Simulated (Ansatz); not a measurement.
Reaction (ligand exchange at the Si–Cl bond): `O[Si](F)(Cl)O[SiH3]` + silanol → `O[Si](F)(O[SiH3])O[SiH3]` + HCl

Calculated with Ansatz (gas phase, PBE0-D4/def2-TZVP geometries, no zero-point term in ΔE). CBS: MP2 limit from def2 TZ/QZ plus the TZ coupled-cluster correction, frozen cores. This one scheme is used for every species. Functionals use def2-TZVPP. Each species was taken in one conformer, which may not be the lowest.

`O[Si](F)(Cl)O[SiH3]`:

Cartesian coordinates in Å:
```
O 2.493 -0.336 -0.235
Si 1.104 -0.358 0.587
F 1.258 0.423 1.955
Cl 0.691 -2.288 1.024
O -0.089 0.328 -0.238
Si -1.705 0.413 -0.539
H 2.769 0.483 -0.650
H -1.884 1.231 -1.761
H -2.246 -0.952 -0.750
H -2.391 1.057 0.608
```

`O[SiH3]`:

Cartesian coordinates in Å:
```
O -0.395 -1.215 -0.101
Si -0.048 0.388 0.060
H 0.328 -1.811 -0.298
H 0.915 0.633 1.169
H -1.337 1.054 0.357
H 0.537 0.952 -1.187
```

`O[Si](F)(O[SiH3])O[SiH3]`:

```xyz
14

O     0.278    2.187    0.471
Si    0.708    0.748   -0.135
F     2.269    0.729   -0.408
O     0.352   -0.376    0.953
Si    0.018   -0.696    2.529
O    -0.018    0.443   -1.537
Si   -0.776   -0.661   -2.485
H     0.427    2.977   -0.048
H     1.016   -0.036    3.408
H    -1.341   -0.204    2.864
H     0.079   -2.165    2.709
H    -1.735   -1.453   -1.674
H     0.223   -1.570   -3.099
H    -1.502    0.076   -3.546
```

HCl:

```xyz
2

Cl   -0.633    0.011    0.090
H     0.633   -0.011   -0.090
```

CCSD(T)/CBS gives -0.39 eV.

(1) Another level gave -0.28 eV. Which?
A. r2SCAN/def2-TZVPP
B. PBE/def2-TZVPP
C. PBE0/def2-TZVPP
D. CCSD(T)/def2-TZVPP

Largest T1 diagnostic among the species: 0.011.

Results:

(1) C. PBE0 -0.28, CCSD(T)/def2-TZVPP -0.42, r2SCAN -0.32, PBE -0.22 eV.

The D4 term adds −0.04 eV with B3LYP and −0.03 eV with PBE0; it sums over pairs of atoms, weighted by their polarisabilities, and B3LYP, whose exchange is more repulsive, gets the larger term. From PBE to PBE0 (25 % exact exchange), in def2-TZVPP and without D4, ΔE moves by −0.06 eV.

B3LYP here is the variant with VWN-RPA as its local correlation; programs differ in this.
